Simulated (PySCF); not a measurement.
# Mayer bond orders and bond lengths

Compound: C3H6F3NSi.
Atom-mapped SMILES: `[F:1][C:2]([F:3])([F:4])[CH2:5]/[CH:6]=[N:7]\[SiH3:8]` (hydrogens: H9, H10 on C5; H11 on C6; H12, H13, H14 on Si8)

Structure used (PBE0-D3(BJ)/def2-SVP), in Å, numbered top down from 1:
```
atom  x, y, z in Å
F1    -1.7906    1.4792   -0.5683
C2    -2.0578    0.5936    0.3958
F3    -2.9416   -0.2806   -0.0980
F4    -2.6543    1.2479    1.3931
C5    -0.8031   -0.0956    0.8698
C6    -0.1168   -0.8773   -0.2243
N7     1.1129   -0.8913   -0.4967
Si8    2.5003   -0.0538    0.1546
H9    -1.1020   -0.7903    1.6725
H10   -0.1369    0.6613    1.3066
H11   -0.8022   -1.5163   -0.8162
H12    3.4077   -1.0928    0.7195
H13    2.2120    0.9591    1.2273
H14    3.1654    0.6386   -0.9840
```

Bond orders from the PBE0/pcSseg-1 density (PySCF). Isolated species at its PBE0-D3(BJ)/def2-SVP geometry (one conformer only).

**Question.** Where do the orders between heavy atoms depart from those drawn in the SMILES?

**Answer.** The largest departure is 0.063, at C6–N7 (drawn double, 1.937).

**Question.** Give the Mayer order of every bond, beside its length.

**Answer.** 
```csv
bond,drawn as,length (Å),Mayer order
F1–C2,single,1.336,1.016
C2–F3,single,1.338,1.000
C2–F4,single,1.334,1.008
C2–C5,single,1.508,1.017
C5–C6,single,1.510,0.973
C6–N7,double,1.260,1.937
N7–Si8,single,1.747,0.961
C5–H9,single,1.103,0.915
C5–H10,single,1.099,0.924
C6–H11,single,1.108,0.928
Si8–H12,single,1.491,0.933
Si8–H13,single,1.503,0.884
Si8–H14,single,1.489,0.935
```

Bonds between the same two heavy elements. C–F: all 3 within 0.02 of one another (1.000 to 1.016). C–C: lowest C5–C6 (0.973, 1.510 Å), highest C2–C5 (1.017, 1.508 Å).

**Question.** Sum the orders of all bonds at each heavy atom with more than one neighbour and set the sums beside the valence in the SMILES.

**Answer.** C2 4.041 (drawn 4), C5 3.829 (drawn 4), C6 3.838 (drawn 4), N7 2.898 (drawn 3), Si8 3.713 (drawn 4). Orders between atoms that aren't bonded are not in these sums.

The Mayer order sums products of elements of PS (density times overlap matrix) between the two atoms' basis functions, so it depends on the basis set.

The run behind these numbers computed NMR shieldings as well. Hardware: one thread, Intel Xeon Platinum 8259CL at 2.50 GHz (x86_64) (shared host). Cost: 38 s wall (with the writing of density and orbital grids), 0.82 GiB resident at most.
